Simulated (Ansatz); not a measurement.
Basis sets compared for the cluster Ti₄Al⁺. Total charge 1; singlet. Geometry B3LYP-D4/def2-SVP. Ansatz on 4 threads of Arm Neoverse V2 on a shared host; times are rough, and most runs start from earlier orbitals.

```
atom   x (Å)   y (Å)   z (Å)
 Ti1  -0.563   1.372  -0.240
 Ti2  -1.443   0.122  -1.280
 Ti3  -0.265  -1.123   0.960
 Ti4   1.047  -0.003   1.624
 Al5   1.223  -0.367  -1.064
```

The restricted singlet is unstable towards broken spin symmetry in Hartree–Fock (as tested in another run); at PBE-D4/def2-SVP, PBE-D4/def2-TZVP, PBE0-D4/def2-SVP, PBE0-D4/def2-TZVP this wasn't settled. No other spin state of charge 1 was run. Another isomer (singlet) lies 0.28 eV lower at PBE0-D4/def2-TZVP; other spin states weren't run for this one.

| level | functions | energy (Eh) | HOMO (eV) | LUMO (eV) | wall time |
| --- | --- | --- | --- | --- | --- |
| PBE-D4/def2-SVP | 142 | -3638.3860 | -7.61 | -7.48 | 4 s |
| PBE0-D4/def2-SVP | 142 | -3638.3854 | -8.39 | -6.51 | 9 s |

(1) Estimate the rows for PBE-D4/def2-TZVP (with forces), PBE0-D4/def2-TZVP.

Results:

(1) 
| level | functions | energy (Eh) | HOMO (eV) | LUMO (eV) | wall time |
| --- | --- | --- | --- | --- | --- |
| PBE-D4/def2-TZVP (with forces) | 217 | -3638.9146 | -7.74 | -7.62 | 7 s |
| PBE0-D4/def2-TZVP | 217 | -3638.9074 | -8.48 | -6.65 | 15 s |
